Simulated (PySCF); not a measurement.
Species: Sn(SiH3)4.
Bonds: Sn1–Si2, Sn1–Si6, Sn1–Si10, Sn1–Si14. Hydrogens: H3, H4, H5 on Si2; H7, H8, H9 on Si6; H11, H12, H13 on Si10; H15, H16, H17 on Si14.

Computed by this run: PySCF 2.14.0, PBE0-D3(BJ)/def2-SVP geometry optimisation, gas phase, def2 core potentials past Kr; density fitting, grid level 1; the optimiser is geomeTRIC in internal coordinates, started from a GFN2-xTB structure with every atom displaced at random (about 0.03 Å).

Step 0: E = -37513.9790 eV
```
atom  x, y, z in Å  |  force x, y, z in eV/Å
Sn1     0.0557   -0.0600    0.0044   -0.986   0.809  -0.072
Si2    -0.0240   -0.0305    2.5397    2.256   0.124  -1.576
H3      0.5112   -1.2604    3.0329    0.629  -1.198   0.461
H4     -1.2616    0.0934    3.0673   -3.378   0.330   1.143
H5      0.7562    1.0711    3.0654    0.621   0.709   0.269
Si6     2.3940    0.0116   -0.8607    0.802  -0.378   1.857
H7      3.1111   -1.2423   -0.4683   -0.052  -0.071   0.021
H8      3.2223    1.1262   -0.3255   -0.099   0.205   0.181
H9      2.4539    0.1082   -2.2500   -0.067   0.133  -2.271
Si10   -1.2227    2.1035   -0.8038    0.779  -0.919  -1.128
H11    -0.5791    3.3145   -0.3398    0.550   0.749   0.326
H12    -2.5738    2.1515   -0.3339   -1.242  -0.119   0.577
H13    -1.3393    2.1952   -2.3193    0.194  -0.125   0.382
Si14   -1.2382   -2.0735   -0.8438    2.204  -0.359  -0.245
H15    -0.4829   -3.3159   -0.4564   -0.108   0.087   0.032
H16    -1.2707   -2.0465   -2.2984   -0.067   0.057  -0.801
H17    -2.5405   -2.1467   -0.3495   -2.036  -0.035   0.845
```

Step 1: E = -37514.6729 eV
```
atom  x, y, z in Å  |  force x, y, z in eV/Å
Sn1     0.0397   -0.0366   -0.0011   -0.200   0.091   0.054
Si2    -0.0254   -0.0064    2.5697    0.191  -0.070   0.062
H3      0.5525   -1.2900    3.0907   -0.028   0.096   0.012
H4     -1.4193    0.1317    3.0916   -0.025  -0.005  -0.065
H5      0.7891    1.1408    3.0908   -0.036  -0.073  -0.028
Si6     2.4446    0.0250   -0.8828    0.217  -0.120   0.014
H7      3.1579   -1.2317   -0.4833   -0.041   0.025  -0.036
H8      3.2202    1.1739   -0.3151   -0.107   0.014   0.009
H9      2.4762    0.1321   -2.3764   -0.060  -0.007   0.045
Si10   -1.1977    2.0620   -0.7952   -0.133   0.183  -0.065
H11    -0.5081    3.3020   -0.3103   -0.016  -0.056  -0.008
H12    -2.6081    2.0766   -0.2838    0.082  -0.030   0.031
H13    -1.2709    2.1188   -2.2890    0.052  -0.019   0.000
Si14   -1.2444   -2.0852   -0.8738    0.192  -0.083  -0.100
H15    -0.5084   -3.3257   -0.4718   -0.065  -0.001   0.020
H16    -1.2903   -2.0519   -2.3714   -0.054   0.022   0.060
H17    -2.6361   -2.1359   -0.3283    0.031   0.032  -0.006
```

Task: Estimate the geometry and energy of step 2. (The exact step hangs on the optimiser's Hessian estimate; all steps are aligned on step 1, rigid shifts and turns removed.)

Result: E = -37514.6858 eV, largest force 0.191 eV/Å
```
atom  x, y, z in Å  |  force x, y, z in eV/Å
Sn1     0.0343   -0.0329    0.0001   -0.155   0.111   0.011
Si2    -0.0125   -0.0122    2.5693    0.061  -0.046   0.028
H3      0.5655   -1.2869    3.1019   -0.011   0.035   0.010
H4     -1.4150    0.1246    3.0733    0.016  -0.007  -0.034
H5      0.7956    1.1355    3.0884   -0.010  -0.015  -0.004
Si6     2.4422    0.0152   -0.8751    0.076  -0.058  -0.011
H7      3.1555   -1.2397   -0.4811   -0.006   0.002  -0.015
H8      3.1911    1.1762   -0.3028   -0.034   0.016   0.005
H9      2.4564    0.1260   -2.3679   -0.017  -0.004   0.031
Si10   -1.2040    2.0762   -0.8026   -0.034   0.039  -0.019
H11    -0.5122    3.3110   -0.3147   -0.003  -0.024   0.001
H12    -2.6088    2.0834   -0.2833    0.038  -0.015   0.013
H13    -1.2646    2.1265   -2.2966    0.026  -0.013   0.002
Si14   -1.2305   -2.0892   -0.8772    0.096  -0.034  -0.040
H15    -0.5104   -3.3358   -0.4709   -0.028  -0.009   0.015
H16    -1.2898   -2.0518   -2.3717   -0.030   0.010   0.014
H17    -2.6213   -2.1268   -0.3287    0.014   0.011  -0.007
```

The energy changes by -0.0129 eV. The first-order estimate −F·Δx gives -0.0189 eV and the mean of the old and new forces, exact on a quadratic surface, -0.0134 eV. The step makes an angle of 59° with the force vector and moves no atom by more than 0.032 Å.

What follows is the cost of the whole optimisation. Time: 1.8 min; peak memory 0.65 GiB. Hardware: one thread, Arm Neoverse V2 (aarch64), no GPU, shared host with 96 logical CPUs at a one-minute load of 65.
